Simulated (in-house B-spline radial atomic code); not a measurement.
Successive ionisation energies of silicon; each step leads to the configuration of the next row (after the last: bare). Dirac energy differences include first-order Breit, QED and recoil terms. NIST's values go from ground level to ground level; the uncertainty of those that are theory runs from under 0.1 % in few-electron ions to several per cent in heavy many-electron ones. Computed with a radial B-spline atomic code at the basis-set limit: Dirac-Hartree-Fock, average of the configuration, finite nuclei.

```json
{"ion": "Si8+", "configuration": "[He] 2s2 2p2", "ionisation energy (eV)": "348.2", "tabulated value (eV)": "351.28", "tabulated kind": "semi-empirical", "computed minus tabulated (eV)": "-3.1", "highest orbital": "2p3/2", "largest mean radius (bohr)": "0.50462"}
{"ion": "Si9+", "configuration": "[He] 2s2 2p1", "ionisation energy (eV)": "?", "tabulated value (eV)": "?", "tabulated kind": "semi-empirical", "computed minus tabulated (eV)": "?", "highest orbital": "?", "largest mean radius (bohr)": "?"}
{"ion": "Si10+", "configuration": "[He] 2s2", "ionisation energy (eV)": "471.6", "tabulated value (eV)": "476.273", "tabulated kind": "semi-empirical", "computed minus tabulated (eV)": "-4.7", "highest orbital": "2s1/2", "largest mean radius (bohr)": "0.48037"}
{"ion": "Si11+", "configuration": "[He] 2s1", "ionisation energy (eV)": "?", "tabulated value (eV)": "?", "tabulated kind": "tabulated theory", "computed minus tabulated (eV)": "?", "highest orbital": "?", "largest mean radius (bohr)": "?"}
{"ion": "Si12+", "configuration": "1s2", "ionisation energy (eV)": "2436.3", "tabulated value (eV)": "2437.658", "tabulated kind": "tabulated theory", "computed minus tabulated (eV)": "-1.3", "highest orbital": "1s1/2", "largest mean radius (bohr)": "0.10973"}
{"ion": "Si13+", "configuration": "1s1", "ionisation energy (eV)": "2673.2", "tabulated value (eV)": "2673.178", "tabulated kind": "tabulated theory", "computed minus tabulated (eV)": "0.0", "highest orbital": "1s1/2", "largest mean radius (bohr)": "0.10677"}
```

Fill in the row of Si9+.

ionisation energy (eV): 401.2; tabulated value (eV): 401.38; computed minus tabulated (eV): -0.2; highest orbital: 2p3/2; largest mean radius (bohr): 0.49224.

Fill in the row of Si11+.

ionisation energy (eV): 523.3; tabulated value (eV): 523.415; computed minus tabulated (eV): -0.2; highest orbital: 2s1/2; largest mean radius (bohr): 0.46958.

Where is the largest jump?

From Si11+ to Si12+, by a factor of 4.66 (523.26 to 2436.3 eV); the highest orbital goes from 2s1/2 to 1s1/2.

Where a p, d or f electron is removed, the computed value is a mean over both j, so it misses the tabulated one by a part of the spin-orbit splitting; averaging over terms and missing correlation add to the gap, relatively most at low charge.
